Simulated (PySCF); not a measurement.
**Tl: excitation energy**

Tl [Xe] 4f14 5d10 6s2 6p1 (2P) → Tl [Xe] 4f14 5d10 6s2 7s1 (2S), as a difference of total energies. Calculation: PySCF 2.14, in aug-cc-pwCVDZ-PP with ECP60MDF; a scalar-relativistic core potential. Correlated levels: valence: 5s2 5p6 5d10 frozen; valence and next inner shell: nothing frozen outside the core potential. The calculations carry no spin-orbit coupling.

```csv
method,excitation energy (eV)
UHF,2.477
LDA,2.630
PBE,2.473
PBE0,2.537
r2SCAN,2.651
B2PLYP,2.590
PBEsol,2.510
r2SCANh,2.671
MN15,2.851
MP2 (valence),2.488
SCS-MP2 (valence),2.484
MP2 (valence and next inner shell),2.426
SCS-MP2 (valence and next inner shell),2.384
```

Task: How much does correlation contribute at MP2 (valence and next inner shell)?

Result: 2.426 − (2.477) = -0.051 eV, measured against UHF.

Errors of the correlated levels include the incompleteness of this basis and the frozen core.

For comparison: 2.639 eV (measured; NIST levels, between the centres of gravity of the two terms).
